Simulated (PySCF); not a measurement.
## Dipole response of Co+ (cobalt, charge +1)

[Ar] 3d8, high-spin 3F determinant. All numbers are calculated (PySCF 2.14, no relativity, point nucleus, in aug-cc-pVTZ). Coupled (time-dependent) response in atomic units; α is the mean over directions.

```
method  mean α (bohr³)  C₆ (like pair)  S(−4)
 B3LYP           8.795           28.98  99.63
```

S(−4) is the Cauchy moment in α(ω) = α(0) + S(−4) ω² + …

α(iu) at B3LYP:

| u (hartree) | α(iu) (bohr³) |
| --- | --- |
| 0 | 8.795 |
| 0.0500 | 8.558 |
| 0.100 | 7.960 |
| 0.200 | 6.504 |
| 0.300 | 5.347 |
| 0.500 | 3.977 |
| 0.750 | 3.067 |
| 1.00 | 2.482 |
| 1.50 | 1.728 |
| 2.00 | 1.270 |
| 3.00 | 0.7737 |
| 5.00 | 0.3797 |

For an ion, C₆ is the dispersion term alone; charge-induced terms of lower order in 1/R come first.
